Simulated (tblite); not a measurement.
C3H9OSi2 (doublet state).
Numbering: `[CH2:1][SiH2:2][CH2:3][C:4](=[O:5])[SiH3:6]` (hydrogens: H7, H8 on C1; H9, H10 on Si2; H11, H12 on C3; H13, H14, H15 on Si6)

Structure optimised with GFN2-xTB, isolated species. This method treats the open shell by occupation alone, without spin polarisation.

Question: List the bond lengths, angles and torsions at this level.

Answer: 
| bond | length (pm) | order |
| --- | --- | --- |
| C1–Si2 | 183.3 | single |
| Si2–C3 | 194.5 | single |
| C3–C4 | 147.4 | single |
| C4=O5 | 121.6 | double |
| C4–Si6 | 192.7 | single |
| C1–H7, C1–H8 | 107.6 | single |
| Si2–H9, Si2–H10 | 146.6 | single |
| C3–H11, C3–H12 | 108.8 | single |
| Si6–H13, Si6–H14, Si6–H15 | 146.2 | single |

Bonds in one row agree within 1 pm and their mean is given. Orders are formal, as drawn. A selection of angles:
| angle | degrees |
| --- | --- |
| Si2–C1–H7 | 122.6 |
| H7–C1–H8 | 114.5 |
| C1–Si2–C3 | 106.3 |
| C1–Si2–H9 | 113.2 |
| C1–Si2–H10 | 112.2 |
| C3–Si2–H9 | 106.6 |
| H9–Si2–H10 | 111.4 |
| Si2–C3–C4 | 107.9 |
| Si2–C3–H11 | 107.2 |
| Si2–C3–H12 | 109.0 |
| C4–C3–H11 | 110.9 |
| H11–C3–H12 | 110.1 |
| C3–C4–O5 | 122.7 |
| C3–C4–Si6 | 119.2 |
| O5–C4–Si6 | 118.0 |
| C4–Si6–H13 | 107.6 |
| C4–Si6–H14 | 108.6 |
| H13–Si6–H14 | 111.7 |

Dihedral angles: C1–Si2–C3–C4 -175° (antiperiplanar); Si2–C3–C4–O5 86° (synclinal). The mirror-image conformer, all signs reversed, is as good.

C4 (carbon bonded to C, O and Si) is planar (angles 122.7°, 119.2° and 118.0°, sum 360.0°, 0.01 Å off the plane of its three neighbours). C1 (carbon bonded to Si and 2 H) is planar (angles 122.8°, 122.6° and 114.5°, sum 359.9°, 0.02 Å off the plane of its three neighbours). Si6 (silicon bonded to C and 3 H) is tetrahedral (angles from 106.7° to 111.7°). The 3 C–Si bonds span 1.833 Å (C1–Si2, drawn single) to 1.945 Å (Si2–C3, drawn single), a spread of 0.112 Å. Si2 (silicon bonded to 2 C and 2 H) is distorted tetrahedral (angles from 106.3° to 113.2°).

Point group: C1 (no symmetry element, even within 0.4 Å). Its GFN2-xTB frequencies are all real (lowest 17 cm⁻¹). Torsions: H–C1–Si2–C3 77° and -99°, C1–Si2–C3–C4 -175°, Si2–C3–C4–O5 86°. 3 starts were optimised and ended at 0.00, 0.11 and 0.31 kcal/mol (GFN2-xTB); the lowest of these is shown.

These are computed values.
